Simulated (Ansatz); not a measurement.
Born–Oppenheimer molecular dynamics of BClH3NO (7 atoms, charge 0, multiplicity 1). It starts from a relaxed structure.

Computed with Ansatz 0.2.0, RKS B3LYP/6-31G*.

```
ensemble        : NVT, Langevin thermostat
time step       : 0.5 fs
steps asked     : 250
set temperature : 3000 K
friction        : 0.01 /fs
masses          : H 3.016 u
seed            : 980800
```

First frame:

```xyz
7
Properties=species:S:1:pos:R:3
B 0.054 -0.004 -0.010
O 0.006 -0.470 1.271
H -0.881 -0.413 1.651
N 1.252 -0.005 -0.732
H 2.111 -0.349 -0.327
H 1.329 0.330 -1.679
Cl -1.446 0.628 -0.802
```

How far do the bonds stretch over the last three quarters of this one trajectory? (Pairs bonded in most of those frames.)


```tsv
bond	mean (Å)	spread (Å)	shortest	longest
B1–O2	1.379	0.052	1.25	1.49
B1–N4	1.427	0.070	1.30	1.55
B1–Cl7	1.915	0.135	1.66	2.14
O2–H3	0.975	0.049	0.86	1.07
N4–H5	1.038	0.059	0.92	1.16
N4–H6	1.052	0.083	0.90	1.22
```

Mean temperature of the second half: 2589 K. The mean temperature of the second half is 14 % below the set value. A run of 0.12 ps of so small a system gives no equilibrium averages.

The run took 5.2 min on 1 thread of Intel(R) Xeon(R) 6975P-C (Granite Rapids) (shared host), peak memory 0.15 GiB.
